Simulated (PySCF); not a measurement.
C2H11NSi3, SMILES [SiH3][C@@H]1[SiH2]CN1[SiH3]. Coordinates come from a PBE0-D3(BJ)/def2-SVP optimisation. The structure was generated by enumeration; whether it is a known compound was not checked.

Computed equilibrium geometry at PBE0-D3(BJ)/def2-SVP (PySCF confirms it by a frequency run) as Cartesian coordinates in Å:
```xyz
17

Si    -1.6572    -1.1913     0.8005
C     -0.5198     0.2958     0.5553
Si    -0.9810     1.5147    -0.8407
C      0.8007     1.0107    -1.2722
N      0.7255     0.0110    -0.1945
Si     2.1173    -0.8298     0.4248
H     -1.0461    -2.2445     1.6685
H     -2.9282    -0.7280     1.4438
H     -1.9750    -1.7961    -0.5290
H     -0.3599     0.8296     1.5151
H     -2.0458     1.0525    -1.7812
H     -1.2444     2.9363    -0.4656
H      1.5492     1.8095    -1.0996
H      0.9902     0.5753    -2.2682
H      1.6495    -1.9897     1.2397
H      2.9342    -1.2919    -0.7380
H      3.0028     0.0210     1.2933
```
Charge 0, spin multiplicity 1.
